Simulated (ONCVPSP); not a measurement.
**Configuration tests for V (Z = 23) (ONCV)**

ONCVPSP 4.0.1 input, shortened (lines: element, Z, core and valence counts, functional; n l f; lmax; l rc ep ncon nbas qcut; lloc lpopt rc5 dvloc0; l nproj debl; icmod fcfact rcfact), PW91, scalar-relativistic:

```
  V 23.00    5    2  -109134      upf
    1    0    2.00
    2    0    2.00
    2    1    6.00
    3    0    2.00
    3    1    6.00
    3    2    3.00
    4    0    2.00
    2
    0    2.20    0.00    5    9    2.80
    1    2.30    0.04    5   10    3.30
    2    2.25    0.00    4    8    6.10
    4    5    1.65    4.00
    0    3    3.90
    1    1    2.60
    2    2    0.40
    3    3.50    1.62
```

Energies are relative to the spin-unpolarised reference configuration 3d3 4s2; without spin polarisation the order of configurations can differ from experiment.

(1) Give the all-electron excitation energy and the error of the potential for: 3d3 4s1; 3d3 4s0; 3d2 4s0; 3d3 4s1.5.

Note: ghosts flagged at negative energy: s at -160.1 eV; no localised positive-energy state flagged. A true bound ghost makes a file unfit for plane-wave use.

Results:

(1)

| valence configuration | charge | ΔE all-electron (eV) | error AE − PS (meV) |
| --- | --- | --- | --- |
| 3d3 4s1 | +1 | 7.786 | -31 |
| 3d3 4s0 | +2 | 22.110 | -305 |
| 3d2 4s0 | +3 | 51.106 | -419 |
| 3d3 4s1.5 | +0.5 | 3.116 | -4.7 |
